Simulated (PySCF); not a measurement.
# Where the electron goes

C3H6BF2N.
Structure used (PBE0-D3(BJ)/def2-SVP), in Å, numbered top down from 1:
```xyz
13
C3H6BF2N angstrom
B      2.6688    0.7070   -0.1640
N      1.2823    0.0923    0.0237
C      0.2377   -0.3717    0.1556
C     -1.0858   -0.9409    0.3129
C     -2.1479    0.0983    0.6545
F     -3.3249   -0.5407    0.7708
F     -1.8515    0.6742    1.8305
H      2.8626    1.4027    0.8224
H      3.4406   -0.2401   -0.2379
H      2.6059    1.3507   -1.2023
H     -1.3728   -1.4595   -0.6154
H     -1.0693   -1.6866    1.1243
H     -2.2394    0.8862   -0.1130
```

The calculation used PySCF, TDDFT PBE0/def2-SVPD, vertical, gas phase, core orbitals frozen in the response.

Kohn–Sham orbitals with the atoms that hold most of them (Löwdin shares over 4%, at most four atoms; ? is withheld):

| orbital | ε (eV) | atoms |
| --- | --- | --- |
| HOMO-3 | -11.00 | F7 21%, F6 18%, C5 18%, C4 13% |
| HOMO-2 | -10.85 | B1 37%, H9 16%, H10 14%, H8 14% |
| HOMO-1 | -7.90 | B1 38%, H9 24%, H10 14%, N2 10% |
| HOMO | -7.89 | B1 38%, H8 24%, H10 14%, N2 10% |
| LUMO | -1.05 | ? |
| LUMO+1 | -0.82 | N2 33%, C3 32%, C4 14%, H11 6% |
| LUMO+2 | -0.03 | C3 24%, C4 19%, H11 13%, C5 11% |

(1) Which atoms hold the LUMO, and with what shares?

(2) How does S1 compare with the orbital gap of 6.83 eV?

## Answers

(1) N2 (bonded to B and C) 32%; C3 (bonded to C and N) 29%; C4 (bonded to 2 C and 2 H) 13%; C5 (bonded to C, 2 F and H) 6%. By element: carbon 49%, nitrogen 32%.

(2) S1 is at 5.40 eV (f = 0.0024), 1.43 eV below the gap, made of HOMO→LUMO (78%), HOMO-1→LUMO+1 (9%), HOMO-1→LUMO (9%). 

Next come S2 at 5.62 eV (f 0.020), HOMO-1→LUMO (53%), HOMO→LUMO+1 (36%); S3 at 5.68 eV (f 0.0097), HOMO-1→LUMO+1 (79%), HOMO→LUMO (10%), HOMO→LUMO+1 (9%); S4 at 6.62 eV (f 0.577), HOMO→LUMO+1 (46%), HOMO-1→LUMO (33%); S5 at 6.90 eV (f 0.0063), HOMO→LUMO+2 (89%).

Löwdin shares depend on the basis, the more so with diffuse functions.

One conformer stands for the species.
